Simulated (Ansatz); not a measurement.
Consider the ligand exchange at the Si–Se bond: `[CH3][AlH][SiH2][SeH]` + H–F → `[CH3][AlH][SiH2]F` + H₂Se.

Computed with Ansatz on PBE0-D4/def2-TZVP structures; ΔE is electronic, products minus reactants. CBS: MP2 limit from def2 TZ/QZ plus the TZ coupled-cluster correction, frozen cores. This one scheme is used for every species. Functionals use def2-TZVPP. HSE06 is defined as in plane-wave codes. For Se outer-core shells are correlated without core-valence functions, which leaves a few kJ/mol of doubt a bond. Scalar relativity is left out up to krypton. One conformer a species, not always the lowest.

`[CH3][AlH][SiH2][SeH]`:

Cartesian coordinates in Å:
```
C -1.178 -1.962 -0.724
Al -0.245 -0.824 0.557
Si 0.663 1.367 -0.099
Se 1.614 2.274 1.781
H -2.230 -2.065 -0.433
H -0.758 -2.974 -0.720
H -1.151 -1.584 -1.748
H -0.066 -1.296 2.066
H -0.388 2.289 -0.623
H 1.688 1.262 -1.178
H 2.050 3.513 1.121
```

H–F:

Cartesian coordinates in Å:
```
F -0.361 0.264 0.107
H 0.361 -0.264 -0.107
```

`[CH3][AlH][SiH2]F`:

Cartesian coordinates in Å:
```
C -1.916 0.141 0.153
Al -0.274 -0.169 -0.853
Si 1.927 -0.048 0.264
F 1.758 0.312 1.831
H -1.887 1.118 0.647
H -2.017 -0.599 0.954
H -2.815 0.096 -0.465
H -0.289 -0.512 -2.409
H 2.688 -1.332 0.199
H 2.824 0.993 -0.321
```

H₂Se:

Cartesian coordinates in Å:
```
Se -0.154 0.584 -0.322
H 1.026 0.087 0.393
H -0.872 -0.670 -0.071
```

CCSD(T)/CBS gives -47.9 kJ/mol.

(1) Another level gave -51.6 kJ/mol. Which?
A. LDA (SPW92)/def2-TZVPP
B. BHLYP-D4/def2-TZVPP
C. r2SCAN0/def2-TZVPP
D. HSE06-D4/def2-TZVPP

Largest T1 diagnostic among the species: 0.011.

## Answers

(1) C. r2SCAN0 -51.6, LDA (SPW92) -45.9, BHLYP-D4 -59.9, HSE06-D4 -41.0 kJ/mol.

In def2-TZVPP, CCSD(T) changes the Hartree–Fock value by +24.1 kJ/mol (the triples alone add +4.2 kJ/mol) and MP2 by +30.3 kJ/mol. The D4 term adds +8.8 kJ/mol with B3LYP and +4.7 kJ/mol with PBE0; it sums over pairs of atoms, weighted by their polarisabilities, and B3LYP, whose exchange is more repulsive, gets the larger term. At CCSD(T), def2-SVP lies −4.7 kJ/mol from the extrapolated value and def2-TZVPP −3.9 kJ/mol.

B3LYP here is the variant with VWN-RPA as its local correlation; programs differ in this.
